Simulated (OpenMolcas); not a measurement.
An OpenMolcas run meant for Au⁷⁺ (ANO-RCC-VDZP, DKH2; inactive shells 1s 2s 2p 3s 3p 3d 4s 4p 4d 4f 5s 5p; intended active space 4 electrons in 5 orbitals (5d)). One step of its input:

```
&CASPT2
Multistate=5 1 2 3 4 5
Frozen=14 16
IPEA=0.25
Shift=5.0
MaxIter=60
WThr=0.0 0.3 0.05
PrWF=0.5
NoMix
```

The run finished. Its levels beside those of a sound run (SS-CASPT2, IPEA 0.25 Eh, imaginary shift 0.1 Eh (closed shells correlated: 5s 5p)), in cm⁻¹ above each run's lowest level:

| Level | This run | Usual run |
| --- | --- | --- |
| 5d⁴ ⁵D₁ | 9576 | 9800 |
| 5d⁴ ⁵D₂ | 16834 | 17120 |
| 5d⁴ ⁵D₃ | 21626 | 21864 |
| 5d⁴ ³G₃ [61 %] | 39955 | 39886 |
| 5d⁴ ³F₂(1) [56 %] | 40896 | 40642 |
| 5d⁴ ³P₁(1) [68 %] | 43483 | 43199 |
| 5d⁴ ³H₅ [73 %] | 43192 | 43329 |
| 5d⁴ ³H₆ [68 %] | 46791 | 46974 |
| 5d⁴ ³G₄ [66 %] | 50409 | 50317 |
| 5d⁴ ³G₅ [73 %] | 63938 | 63956 |
| 5d⁴ ³D₁ | 65173 | 64801 |
| 5d⁴ ¹I₆ [68 %] | 66716 | 66874 |

Task: Which setting is unsound, and how much does it matter here?

Result: The level shift is far above the usual 0.1 to 0.3 hartree and damps the second-order energy. Against the sound run the excited levels shown move by 190 cm-1 on average and by 370 cm-1 at most.

CASPT2 does not keep the components of a term degenerate, so their means are used; among the terms shown or strongly mixed into the levels shown the widest spread is 190 cm-1 (5d⁴ ¹G(1), the sound run). Some high roots are left out of the spin-orbit mixing, which shifts the levels that they would mix with. The basis is small and was not contracted for so high a charge. Levels of configurations outside the active space are missing.

A share in square brackets marks a mixed level and gives the weight of the term that names it, the lowest over the columns. A number in round brackets counts repeated terms of one configuration in the order of the reference energies.
